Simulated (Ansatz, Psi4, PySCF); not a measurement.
C4H5 (SMILES [CH]=CC=C), doublet (typed; the unrestricted solution is spin-contaminated), at a GFN2-xTB geometry. Base run: HF/6-311G** in PySCF.

Input for PySCF:
```python
from pyscf import gto, scf

mol = gto.M(
    atom='''
C     0.600860    1.813513    0.015565
C     0.616104    0.514451    0.003281
C    -0.565259   -0.355802   -0.001915
C    -0.487699   -1.678902   -0.014584
H    -0.112541    2.604878    0.024841
H     1.560762   -0.020559   -0.004168
H    -1.522082    0.147586    0.005267
H     0.459133   -2.193767   -0.021848
H    -1.369306   -2.297694   -0.018172
''',
    basis='6-311g**',
    charge=0,
    spin=1,
    verbose=4,
)

mf = scf.UHF(mol)
mf.kernel()
```

The same geometry, method and basis name were run in Ansatz (an electronic-structure program) and Psi4 and PySCF, at each program's defaults and at the settings that a row names. The base is PySCF at its defaults. Differences at the defaults can come from grids, fitting, cores and function types together.

```
code and settings                                                           ΔE vs base (µEh)  basis functions      E (Eh)  SCF cycles  dipole (D)
--------------------------------------------------------------------------  ----------------  ---------------  ----------  ----------  ----------
PySCF, defaults (exact integrals, spherical functions)                                   0.0              102  -154.31875          20        0.64
Psi4, defaults (density fitting with its default set, spherical functions)              57.0              102  -154.31869          18        0.64
Ansatz, defaults (factorised integrals, spherical functions)                             1.2              102  -154.31875           -           -
PySCF, density fitting with def2-universal-jkfit                                        38.5              102  -154.31871          20        0.64
Psi4, exact integrals, spherical functions                                               0.0              102  -154.31875          21        0.64
Ansatz, high accuracy                                                                    0.0              102  -154.31875           -           -
```

Open shells are given as the SCF converged; they aren't shown to be the lowest states, and a large step between rows can be another state.
